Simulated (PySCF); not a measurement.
SMILES C[N]B(N(C)C)N(C)C (C5H15BN3), doublet at its GFN2-xTB optimised geometry (Å):

```
24

C      2.0413     1.0157     0.0638
N      0.9988     0.0850     0.0000
B     -0.3616     0.0850     0.0000
N     -1.1256    -1.1110    -0.0632
C     -2.5614    -1.1522    -0.0356
C     -0.5097    -2.4066    -0.1624
N     -1.1065     1.3895     0.0000
C     -0.7718     2.3898     0.9731
C     -1.4486     1.9401    -1.2825
H      2.2145     1.3893     1.0842
H      2.9646     0.5304    -0.2772
H      1.8782     1.8834    -0.5965
H     -2.9147    -1.7928     0.7819
H     -2.9646    -1.5564    -0.9736
H     -2.9468    -0.1468     0.1126
H     -0.8126    -2.9164    -1.0853
H     -0.7947    -3.0425     0.6844
H      0.5690    -2.2754    -0.1646
H      0.0699     3.0268     0.6607
H     -1.6363     3.0425     1.1375
H     -0.5116     1.9044     1.9109
H     -1.7283     1.1346    -1.9576
H     -2.2927     2.6304    -1.1770
H     -0.6153     2.5000    -1.7342
```

Method: unrestricted CAM-B3LYP/def2-SVP in PySCF. Cells within 0.4 Å of a nucleus heavier than hydrogen are left out (blank, or x).

Map of the electrostatic potential (hartree/e), clipped to [-0.08, 0.12] on the plane z = 0.8 Å:

```
|3333333333333333333333333333333|
|3333333333333333333333333333333|
|3333333333333333333333333333333|
|3333333333333333333333333333333|
|3333333334443334433333333333333|
|3333333345885569853333333333333|
|2333333349999999984333333333333|
|2223333349999999994333333333333|
|2222222336999x99964333333333333|
|2222222223899x99744455543333333|
|2222222212599999544699953333333|
|2222222110399997445999974333333|
|2222222100179996446999974333333|
|2222233210037999557999964333333|
|2222334431138999889999754333333|
|2222336753238999899976443333333|
|2222235775446999668643333333333|
|2222235999656565333322223333333|
|2222347999778533222222222223333|
|2222359999767543222222222222222|
|2222369999555665332222222222222|
|2222359996457996433222222222222|
|2222335654469997433222222222222|
|2222233333489996332222222222222|
|2222222223379995322222222222222|
|2222222222348963222222222222222|
|2222222222334433222222222222222|
|2222222222233332222222222222222|
|2222222222222222222222222222222|
|2222222222222222222222222222222|
|2222222222222222222222222222222|
```
Scale: ten equal steps from -0.050 (start of '0') to 0.120 (end of '9'), in the order '0123456789'; x runs from -5.50 to 5.50, y from -5.50 (bottom) to 5.50 (top).
